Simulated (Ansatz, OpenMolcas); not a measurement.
## From Ansatz to OpenMolcas

Ansatz 0.2.0 runs this on CHClFGeN (SMILES N#[C][GeH]([F])[Cl]):

molecule.yaml:
```yaml
basis:
  gaussian:
    orbitals: cc-pVDZ
crystal:
  periodic: [false, false, false]
  atoms:
    - {symbol: N, position_ang: [-1.036900, -2.307000, 0.030700]}
    - {symbol: C, position_ang: [-0.544000, -1.267300, 0.040100]}
    - {symbol: Ge, position_ang: [0.237100, 0.477900, 0.107700]}
    - {symbol: F, position_ang: [1.896000, 0.253800, -0.276600]}
    - {symbol: Cl, position_ang: [-0.627600, 1.648100, -1.423900]}
    - {symbol: H, position_ang: [0.117300, 1.130400, 1.475800]}
accuracy: high
correlation:
  method: mp2
  frozen_orbitals: {C: 1, Cl: 5, F: 1, Ge: 9, H: 0, "N": 1}
```

```bash
$ ansatz run molecule.yaml --threads 1 --pin off --max-ram 3480MiB --events-out events.jsonl --progress --plain --runs-dir runs
```

Geometry: relaxed at PBE0-D4/def2-TZVP.

It gives a total energy of -2727.963157 Eh.

Q: How is this level of theory, on these atoms, set up in OpenMolcas 26.06 as an input file of the program's own?

A: For example:

calc.inp:
```
&GATEWAY
 BasLib=$CurrDir
 Coord
 6
 angstrom
 N       -1.036900      -2.307000       0.030700
 C       -0.544000      -1.267300       0.040100
 Ge       0.237100       0.477900       0.107700
 F        1.896000       0.253800      -0.276600
 Cl      -0.627600       1.648100      -1.423900
 H        0.117300       1.130400       1.475800
 Basis=cc-pVDZ
 Group=NoSym

&SEWARD

&SCF
 Thresholds=1e-10 1e-07 1e-07 1e-05
 PrOrbitals=1 1

&MBPT2
 Frozen=17
```

```bash
$ export MOLCAS_MEM=1860
$ pymolcas calc.inp > calc.log
```

(Basis files named in the input come from the Basis Set Exchange and aren't shown.)

Its energy is -2727.963157 Eh, the same as the first but for the last digit, at most.
